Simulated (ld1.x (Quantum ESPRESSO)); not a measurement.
**oxygen (O): one change to an ultrasoft potential, before and after**

```
Element                 : oxygen (O)
Generator               : ld1.x (Quantum ESPRESSO) 7.5
Type                    : ultrasoft
Functional              : LDA (PZ)
Relativity              : non-relativistic
Frozen core             : [He]
Valence charge          : 6
Reference configuration : 2s2 2p4
Partial waves           : 2s (bound): rcut 0.70, rcutus 0.90 bohr; 2s channel at -0.65 Ry: rcut 0.70, rcutus 0.90 bohr; 2p (bound): rcut 1.10, rcutus 1.20 bohr; 2p channel at 0.45 Ry: rcut 1.10, rcutus 1.20 bohr; 3d channel at -0.1 Ry: rcut 0.95, rcutus 1.25 bohr
Local potential         : all-electron potential smoothed inside 1.00 bohr (lloc = -1)
Core correction         : none
Augmentation charge     : built from norm-conserving waves at rcut, not smoothed further
```

Change: all radii scaled by about 1.24 (s 1.12, p 1.48, d 1.54 bohr, rcut 0.86/1.36/1.18); local potential all-electron potential smoothed inside 1.24 bohr (lloc = -1).

Cutoffs: the cutoffs (Ry, on a coarse ladder) from which the occupation-weighted sum of valence levels, in a spherical-Bessel basis at the reference potential, stays within 10 and 1 mRy of its value at 400 Ry; they do not see the model core or the augmentation charge, which bear on the density cutoff. Errors are all-electron minus pseudo energies relative to the spin-unpolarised reference configuration.

Task: What does the change do?

Result: The potential gets softer (50 Ry and 90 Ry → 35 Ry and 50 Ry); of the 9 tests that both files solve, the error grows in 7 and shrinks in 0 by more than 15 % and 0.3 meV (median size 61.3 → 115.5 meV); neither file shows a bound ghost. A larger radius leaves more room for a smooth pseudo-wave, so fewer plane waves are needed. More of the atom is replaced by a form fitted at one configuration, so other configurations suffer.

```tsv
quantity	base	changed
cutoff, loose	50 Ry	35 Ry
cutoff, tight	90 Ry	50 Ry
loose cutoff by channel (10 mRy a level)	s 15 Ry, p 45 Ry	s 21 Ry, p 30 Ry
bound ghosts	none	none
error for 2s2 2p3, meV [ΔE 16.59 eV]	+6.1	+19
error for 2s2 2p2, meV [ΔE 50.31 eV]	+56	+151
error for 2s2 2p1, meV [ΔE 104.27 eV]	+259	+591
error for 2s1 2p5, meV [ΔE 14.53 eV]	+15	+19
error for 2s2 2p3.5, meV [ΔE 6.37 eV]	+1.0	+3.0
error for 2s0 2p6, meV [ΔE 29.12 eV]	+61	+77
error for 2s2 2p0, meV [ΔE 181.23 eV]	+895	+1677
error for 2s2 2p4 (spin-polarised), meV [ΔE -1.41 eV]	+132	+116
error for 2s2 2p3 (spin-polarised), meV [ΔE 12.58 eV]	+432	+385
lowest overlap eigenvalue by channel	s 0.50, p 0.94, d 0.74	s 0.59, p 1.00, d 0.90
```
